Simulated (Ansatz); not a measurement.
CH6Al2O. Total charge 0; spin multiplicity 1. The bonds changed during the relaxation, so this is another structure than the one it started from.

```xyz
10

O     0.867    0.000    1.207
C    -0.439    0.434    0.564
Al   -0.394    1.281   -1.145
Al   -0.025   -1.497    0.390
H     1.609    0.412    0.752
H    -1.124    0.663    1.376
H     1.047    1.448   -1.799
H    -1.746    1.689   -1.858
H    -0.548   -2.543    1.453
H     0.754   -1.886   -0.940
```

**Question.** List the harmonic frequencies (cm⁻¹, unscaled) at PBE0-D4/def2-TZVP in Ansatz. (An estimate is asked.)

**Answer.** The calculation gave: 98, 149, 259, 335, 409, 427, 504, 550, 581, 594, 667, 691, 738, 761, 780, 922, 1086, 1273, 1899, 1908, 1941, 1948, 3168, 3825.

**Question.** Is this a minimum?

**Answer.** Yes, all 24 modes are real.

**Question.** Give the ideal-gas thermochemistry at 298.15 K and 1 bar (rigid rotor, harmonic oscillator; point group C1, symmetry number 1).

**Answer.** Zero-point energy 152.6 kJ/mol; H(298) − E = 173.5 kJ/mol; entropy 335.5 J/(mol·K), of which translation 164.7, rotation 109.5, vibration 61.3; G(298) − E = 73.4 kJ/mol. Modes under 100 cm⁻¹ are hindered rotations or soft bends, so the harmonic entropy is rough.
